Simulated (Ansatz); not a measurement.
Frontier orbitals of `N=C(F)B(F)Cl`.

The species carries charge 0 and has multiplicity 1. All single points use the PBE0-D4/def2-TZVP geometry. It is one conformer, not always the lowest. Basis def2-TZVPP, Ansatz.

Orbital energies of one run (eV). Highest occupied ones, from the top: -8.83, -9.53, -9.69, -10.14, -10.52, -12.26, -13.38, -13.72, -13.88, -14.43, -15.48, -16.19, -18.18, -23.69. Empty: -2.64, 0.68, 1.12, 1.18, 1.96, 2.58.

Question: Which functional gave them?
A. ωB97M-V
B. r2SCAN0
C. LC-ωPBE
D. B3LYP

Answer: D. HOMO energies: B3LYP -8.83, ωB97M-V -11.47, r2SCAN0 -9.37, LC-ωPBE -11.93 eV.

B3LYP here is the variant with VWN-RPA as its local correlation; programs differ in this. LC-ωPBE has ω = 0.4 bohr⁻¹.
